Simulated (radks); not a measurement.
Results of a calculation; reference values are marked as such.
Initial-state core-level shifts of neutral niobium when its valence configuration changes from [Kr] 4d4 5s1. Level of theory: scalar-relativistic Kohn-Sham, PBE, spin-polarised, spherical densities, finite nucleus; open shells are filled with parallel spins first (spin-orbit coupling, left out, can overturn this in heavy ions); Fermi nuclear charge, rms radius 4.324 fm (a radial shooting solver on a logarithmic mesh with Libxc functionals). Shifts are changes of the shell-averaged eigenvalues in eV (positive: less bound); the change of the density at the nucleus, which sets a Mossbauer isomer shift, is in e/bohr^3, on a base of 8.407e+04.

| valence | 2s | 2p | 3s | 3d | density at nucleus |
|---|---|---|---|---|---|
| 4d3.5 5s1.5 | -1.447 | -1.441 | -1.429 | -1.436 | +5.227 |
| 4d4 5p1 | -1.195 | -1.197 | -1.214 | -1.209 | -10.236 |
| 4d3.5 5s1 5p0.5 | -1.967 | -1.961 | -1.954 | -1.960 | +1.391 |
| 4d3 5p2 | -5.235 | -5.220 | -5.212 | -5.223 | -8.786 |
| 4d3 5s1 5p1 | -4.077 | -4.062 | -4.040 | -4.054 | +2.965 |
| 4d2 5s1 5p2 | -8.682 | -8.647 | -8.558 | -8.593 | +6.751 |
| 4d1 5s1 5p3 | -13.739 | -13.679 | -13.470 | -13.534 | +11.429 |
| 4d4.5 5s0.5 | +1.173 | +1.166 | +1.158 | +1.165 | -5.771 |
| 4d4.5 5p0.5 | +0.585 | +0.577 | +0.560 | +0.570 | -10.662 |
